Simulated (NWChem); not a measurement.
## Which level was it?

BNH3F3 has 8 atoms, charge 0, and is taken as a singlet. SMILES: `[NH3+][B-](F)(F)F`. The shape is that of a PBE0-D4/def2-TZVP optimisation.

```xyz
8

N    -0.5018   -0.0524    0.6457
B     0.5315    0.0387   -0.6681
F     1.5211   -0.8604   -0.3781
F    -0.2514   -0.3121   -1.7339
F     0.9436    1.3433   -0.6794
H    -1.2803    0.5873    0.5220
H    -0.0063    0.1946    1.4967
H    -0.8643   -0.9961    0.7393
```

A calculation with NWChem 7.3.0 gave:

The total energy is -380.7817 Eh and the dipole moment is 6.25 D. The HOMO energy is -9.71 eV and the LUMO energy is 0.53 eV. The HOMO–LUMO gap is 10.23 eV. The largest force is 0.363 eV/Å.

Q: Which of these levels gave the numbers?
A. M06-L/cc-pVDZ
B. B3LYP/cc-pVDZ
C. PBE0/cc-pVDZ
D. TPSS/cc-pVDZ

A: C. The others give -381.1621 Eh (B3LYP/cc-pVDZ), -381.1186 Eh (M06-L/cc-pVDZ), -381.1888 Eh (TPSS/cc-pVDZ).
